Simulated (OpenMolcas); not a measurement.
Ti2+ with 6 ligands (chloride) in octahedral coordination (Oh). A charge of +0.667 e stands 2.4 Å behind each ligand. Ligand basis ANO-RCC-VDZP.

```
Program             : OpenMolcas 26.06
Method              : CASSCF
Basis               : ANO-RCC-VDZP [5s4p2d1f]
Scalar Hamiltonian  : DKH2, point nucleus
Active space        : 2 electrons in 5 orbitals (3d)
State averaging     : 2S+1 = 3 even, 10 roots; 2S+1 = 1 even, 15 roots
Spin-orbit coupling : state interaction with AMFI integrals over the reference wave functions
```

All ligands move together. At R = 2.62 Å |10Dq| is 5815 cm-1, and at R = 2.71 Å it is 4708 cm-1.

Task: A third run gives 8033 cm-1. What distance was it run at?

Result: With a power law R^-n the two known points give n = -ln(4708 / 5815) / ln(2.71 / 2.62) = 6.25. Then R = 2.62 × (5815 / 8033)^(1/6.25) = 2.488 Å. The run was at 2.48 Å, so the estimate is off by +0.008 Å.

An orbital triplet at a regular site is open to Jahn-Teller coupling, which can distort the site and quench the lowest spin-orbit gaps and is left out. Without dynamic correlation the repulsion within the d shell is too large (B by tens of per cent), so at a given field states of lower spin stand too high. Ligand-to-metal charge-transfer states are missing. With no ligand orbital active B as a rule stays too high, so bands that hang on it stand too high and its fall with covalency is understated. With metal d orbitals alone and no dynamic correlation the field as a rule comes out too small, by tens of per cent, by up to half for chloride and softer ligands. No measured value stands beside these numbers; the geometry is a model, was not optimised and need not be the one that this ion takes.
